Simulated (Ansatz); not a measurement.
`FC(F)(F)OBCl` and `FC(F)(F)[SeH]` differ in one atom or group.

Ansatz, PBE0-D4/def2-TZVP geometries, multiplicity 1. Each molecule was computed in one conformer, which needn't be the lowest.

Scalar relativity is left out up to krypton.

| property | `FC(F)(F)OBCl` |
| --- | --- |
| HOMO energy (PBE0/def2-TZVPP) / eV | -9.54 |
| size of the dipole moment (ωB97M-V/def2-TZVPP) / D | 0.68 |
| HOMO energy (ωB97M-V/def2-TZVPP) / eV | -11.84 |
| HOMO–LUMO gap (ωB97M-V/def2-TZVPP) / eV | 12.65 |
| LUMO energy (PBE/def2-TZVPP) / eV | -2.25 |
| LUMO energy (B3LYP/def2-TZVPP) / eV | -1.49 |

(1) What does the change do to each property? (An estimate is asked.)

Answers

(1) The calculation gave: 
```tsv
property	`FC(F)(F)[SeH]`	shift
HOMO energy (PBE0/def2-TZVPP) / eV	-7.66	1.88
size of the dipole moment (ωB97M-V/def2-TZVPP) / D	1.41	0.73
HOMO energy (ωB97M-V/def2-TZVPP) / eV	-9.91	1.93
HOMO–LUMO gap (ωB97M-V/def2-TZVPP) / eV	11.12	-1.53
LUMO energy (PBE/def2-TZVPP) / eV	-1.72	0.53
LUMO energy (B3LYP/def2-TZVPP) / eV	-1.11	0.38
```

With PBE0 the HOMO rises by 1.88 eV and the LUMO rises by 0.44 eV, so the gap narrows by about 1.44 eV. PBE moves the HOMO by 1.69 eV and ωB97M-V by 1.93 eV. Dipoles are sizes alone; their direction can turn.

B3LYP here is the variant with VWN-RPA as its local correlation; programs differ in this.

Spin–orbit coupling is left out; it splits and shifts lone-pair levels of the heavy atoms by tenths of an eV.
